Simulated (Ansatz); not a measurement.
Born–Oppenheimer molecular dynamics of H$_{6}$N$_{2}$OSi (10 atoms, charge 0, multiplicity 1). It starts from a relaxed structure.

All numbers below come from RKS PBE/6-31G* (Ansatz 0.2.0).

```yaml
ensemble: NVT, Langevin thermostat
time_step: 0.5 fs
steps_asked: 100
set_temperature: 500 K
friction: 0.05 /fs
seed: 760988
```

First frame:

```xyz
10
Properties=species:S:1:pos:R:3
Si -0.064 -0.172 -0.010
O -0.254 -0.417 1.646
H -0.322 0.425 2.135
N 1.516 -0.021 -0.703
H 2.195 -0.773 -0.575
H 1.972 0.891 -0.712
H -0.698 1.160 -0.333
N -0.701 -1.635 -0.664
H -1.529 -2.058 -0.251
H -0.634 -1.812 -1.664
```

Question: What does the run give?

Answer: All steps were run.

| Item | Value |
| --- | --- |
| steps done | 100 |
| time covered | 50 fs |
| mean temperature over the second half | 478 K |
| spread of the potential energy over the second half | 8.8 meV per atom |
| mean potential energy of the second half above the start | 51.7 meV per atom |

A run of 0.05 ps of so small a system gives no equilibrium averages.

Question: What happens to the structure?

Answer: The same pairs are bonded in the first frame and the last. Pairs count as bonded within 1.25 times the sum of covalent radii (0.12 Å more for H–H). The details hang on the random start.

Question: How do temperature and energy run in time?

Answer: 
```
time (fs)  T (K)  potential energy less start (eV)
        0    450                             0.000
        4    387                             0.180
        8    339                             0.504
       12    274                             0.713
       16    473                             0.485
       20    411                             0.497
       24    436                             0.445
       28    388                             0.504
       32    452                             0.460
       36    530                             0.444
       40    682                             0.496
       44    399                             0.682
       48    394                             0.543
```

The run took 4.3 min on 1 thread of Arm Neoverse V1 (shared host), peak memory 0.11 GiB.
